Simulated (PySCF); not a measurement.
**Electron correlation in Nb⁺ (niobium, charge +1)**

[Kr] 4d3 5s1, high-spin 5F determinant (an excited configuration). Calculation: PySCF 2.14, in def2-TZVPPD with the def2 core potential (28 electrons) (6s4p3d2f1g, 56 functions); a scalar-relativistic core potential. Frozen: nothing; 12 electrons correlated.

MP2 pair energies summed by pair of shells (mhartree):

```json
{"pair": "4p-4p", "energy": "-94.96", "share (%)": "35.4"}
{"pair": "4p-4d", "energy": "-86.94", "share (%)": "32.4"}
{"pair": "4s-4p", "energy": "-27.72", "share (%)": "10.3"}
{"pair": "4p-5s", "energy": "-16.53", "share (%)": "6.2"}
{"pair": "4d-4d", "energy": "-14.71", "share (%)": "5.5"}
{"pair": "4d-5s", "energy": "-12.17", "share (%)": "4.5"}
{"pair": "4s-4d", "energy": "-8.94", "share (%)": "3.3"}
{"pair": "4s-4s", "energy": "-5.15", "share (%)": "1.9"}
{"pair": "4s-5s", "energy": "-0.83", "share (%)": "0.3"}
```

Total MP2 correlation energy: -267.95 mhartree.

Same-spin part -89.95 and opposite-spin part -178.00 mhartree; SCS-MP2 scales them by 1/3 and 6/5 to -243.59 mhartree.

The basis has no tight functions for the innermost shells, so their pair energies are far from complete.

This basis was not built for core-valence correlation, so the inner-shell part is incomplete.
